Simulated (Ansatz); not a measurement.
**Question.** Name a neutral molecule of C, F, Ga, Si and H with size of the dipole moment (PBE/def2-TZVPP) between 1.60 and 1.90 D and zero-point energy (PBE0-D4/def2-TZVP) between 112 and 128 kJ/mol (Ansatz, PBE0-D4/def2-TZVP geometry).

**Answer.** `F[SiH]1[CH2][GaH]1` (1.81 D, 113.0 kJ/mol). Other molecules can fit too; these were computed, each in one conformer that needn't be the lowest.
